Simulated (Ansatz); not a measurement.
Relaxation of AlBFH3O2 (8 atoms, charge 0, multiplicity 1), to a largest force component of 0.015 eV/Å in at most 40 steps.

Method: RKS PBE-D4/def2-SVP (Ansatz).

```xyz
8
Properties=species:S:1:pos:R:3:forces:R:3
B -0.191 1.533 0.115 1.24 0.74 0.11
O 1.019 0.852 0.237 -1.94 -1.67 -0.93
Al 0.616 -0.860 -0.313 1.02 -0.57 -0.98
O 0.139 -2.087 0.920 -1.63 1.62 -1.53
F 0.836 -1.330 -2.048 -0.39 0.86 2.93
H -0.981 1.668 1.020 -0.16 -0.36 0.52
H -0.464 2.152 -0.897 0.06 -0.12 -0.41
H -0.882 -1.986 0.911 1.79 -0.50 0.31
```

Problem. Where does it end, and by what steps?

Solution. The run converged. The force dipped under the threshold on the way, but the program's further checks kept it going. After 26 steps the energy has fallen by 1.354 eV; H7 moved furthest, 1.66 Å. Parted: B1–Al3.

| step | energy less start (eV) | largest force component (eV/Å) | accepted |
| --- | --- | --- | --- |
| 0 | 0.0000 | 2.928 | yes |
| 1 | -0.4140 | 1.747 | yes |
| 2 | -0.6831 | 0.940 | yes |
| 3 | -0.8236 | 0.439 | yes |
| 4 | -0.9250 | 0.330 | yes |
| 5 | -1.0010 | 0.761 | yes |
| 6 | -1.0744 | 0.334 | yes |
| 7 | -1.1210 | 0.161 | yes |
| 8 | -1.1570 | 0.324 | yes |
| 9 | -1.2150 | 0.373 | yes |
| 10 | -1.1975 | 2.174 | no |
| 11 | -1.2445 | 0.287 | yes |
| 12 | -1.2671 | 0.586 | yes |
| 13 | -1.2926 | 0.316 | yes |
| 14 | -1.2866 | 0.621 | no |
| 15 | -1.3065 | 0.192 | yes |
| 16 | -1.3185 | 0.118 | yes |
| 17 | -1.3288 | 0.266 | yes |
| 18 | -1.3479 | 0.071 | yes |
| 19 | -1.3379 | 0.362 | no |
| 20 | -1.3518 | 0.017 | yes |
| 21 | -1.3527 | 0.063 | yes |
| 22 | -1.3528 | 0.057 | yes |
| 23 | -1.3537 | 0.009 | yes |
| 24 | -1.3538 | 0.016 | yes |
| 25 | -1.3529 | 0.130 | no |
| 26 | -1.3538 | 0.007 | yes |

```xyz
8
Properties=species:S:1:pos:R:3
B -0.242 1.948 0.040
O -0.064 0.627 -0.135
Al 0.148 -1.044 -0.339
O 0.272 -2.024 1.044
F 0.228 -1.655 -1.889
H -1.380 2.395 0.116
H 0.736 2.679 0.118
H 0.394 -2.984 0.988
```

Time of the run: 39 s on 1 thread of Intel(R) Xeon(R) 6975P-C (Granite Rapids), with other jobs on the host, peak memory 0.17 GiB.
